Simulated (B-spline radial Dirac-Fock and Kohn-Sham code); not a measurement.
Dipole and non-dipole photoemission parameters of Mo⁺ 4d5/2

System: Mo⁺, configuration [Kr] 4d5; threshold 13.60 eV (orbital energy of the model). Method: Dirac-Hartree-Slater photoionisation with a Latter tail; cross sections with all multipoles, angular parameters from the dipole term and its interference with E2. Computed with a radial B-spline solver.

For linearly polarised light dσ/dΩ = σ/(4π) [1 + β P₂(cos θ) + (δ + γ cos²θ) sin θ cos φ], with θ from the polarisation vector and φ the angle between the beam and the projection of the electron momentum on the plane normal to the polarisation.

| hν (eV) | σ (kb) | β | γ | δ |
| --- | --- | --- | --- | --- |
| 60 | 688 | 1.714 | 0.014 | 0.008 |
| 80 | 86.6 | 1.520 | 0.209 | -0.020 |
| 81 | 80.1 | 1.385 | 0.227 | -0.024 |
| 100 | 67.1 | -0.791 | 0.251 | -0.055 |
| 106 | 79.8 | -0.700 | 0.195 | -0.048 |
| 127 | 122 | -0.125 | 0.085 | -0.029 |
| 150 | 146 | 0.274 | 0.035 | -0.019 |
| 158 | 149 | 0.372 | 0.024 | -0.017 |
| 195 | 148 | 0.681 | -0.005 | -0.008 |
| 358 | 74.4 | 1.149 | -0.011 | 0.010 |
| 521 | ? | ? | ? | ? |
| 526 | 35.7 | 1.270 | 0.042 | 0.020 |
| 620 | 24.8 | 1.293 | 0.080 | 0.025 |
| 802 | 13.5 | 1.300 | 0.157 | 0.033 |
| 1050 | 6.70 | 1.278 | 0.258 | 0.043 |
| 1160 | 5.11 | 1.263 | 0.300 | 0.048 |
| 1253.6 | 4.12 | 1.249 | 0.335 | 0.051 |
| 1280 | 3.89 | 1.245 | 0.345 | 0.052 |
| 1430 | 2.83 | 1.222 | 0.399 | 0.058 |
| 2000 | 1.03 | 1.131 | 0.576 | 0.081 |
| 2440 | 0.543 | 1.066 | 0.688 | 0.100 |
| 3680 | 0.135 | 0.915 | 0.914 | 0.153 |
| 3930 | 0.107 | 0.890 | 0.949 | 0.164 |
| 4040 | 0.0973 | 0.880 | 0.963 | 0.168 |
| 4420 | 0.0706 | 0.846 | 1.010 | 0.184 |
| 6140 | 0.0211 | 0.723 | 1.178 | 0.253 |
| 6270 | 0.0195 | 0.716 | 1.188 | 0.258 |
| 8047.8 | 0.00749 | 0.627 | 1.306 | 0.326 |
| 8960 | 0.00491 | 0.590 | 1.351 | 0.359 |
| 15000 | 0.000610 | 0.426 | 1.512 | 0.556 |

Task: Give the values at 521 eV.

Result: σ = 36.4 kb, β = 1.268, γ = 0.040, δ = 0.020.
